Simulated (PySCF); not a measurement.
# Radial density of Ar⁺ (argon, charge +1)

UHF, [Ne] 3s2 3p4 4s1, 4s spin antiparallel (an excited configuration). All numbers are calculated (PySCF 2.14, scalar relativity by spin-free X2C-1e, in aug-cc-pVQZ-DK (7s6p4d3f2g, 84 functions)).

```csv
r (bohr),4πr²ρ (e/bohr),4πr²(ρα − ρβ)
0.00131,0.1016,0.0000
0.00221,0.2636,-0.0001
0.00372,0.6742,-0.0002
0.00625,1.672,-0.0006
0.0105,3.921,-0.0014
0.0177,8.359,-0.0025
0.0298,15.08,-0.0018
0.0501,20.60,0.0130
0.0842,18.74,0.0809
0.142,14.40,0.2472
0.238,19.78,0.3554
0.401,17.12,0.0707
0.674,5.105,0.3071
1.13,5.104,1.5275
1.91,2.291,0.7809
3.21,0.4413,-0.2714
5.40,0.1470,-0.1464
9.08,0.0006588,-0.0007
```

Densities and radii are taken from the X2C orbitals without a picture-change correction, which distorts them close to the nucleus.

The outer electron is Rydberg-like, and this basis confines it to a smaller radius and binds it less than a complete one would. With the s spin flipped the determinant is a mixture of two multiplicities, not a spectroscopic state.
